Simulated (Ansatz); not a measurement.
Frontier orbitals of BrClGeH4Si (`[Cl][GeH2][SiH2]Br`).

The species carries charge 0 and has multiplicity 1. Correlated methods include outer-core shells of Br, Ge, which these sets cover unevenly. Scalar relativity is left out up to krypton. The structure was optimised at the PBE0-D4/def2-TZVP level. It is one conformer, not always the lowest. Basis def2-TZVPP, Ansatz 0.2.0.

Orbital energies of one run (eV). Highest occupied ones, from the top: -7.59, -8.17, -8.32, -8.51, -9.65, -9.98, -10.05, -10.55, -10.61, -14.02, -15.72, -21.28, -22.02, -32.79. Empty: -1.38, -0.95, -0.34, 0.64, 0.92, 1.13.

(1) Which functional gave them?
A. ωB97M-V
B. LDA (SPW92)
C. PBE0
D. r2SCANh

## Answers

(1) D. HOMO energies: r2SCANh -7.59, PBE0 -8.03, ωB97M-V -10.08, LDA (SPW92) -6.96 eV.
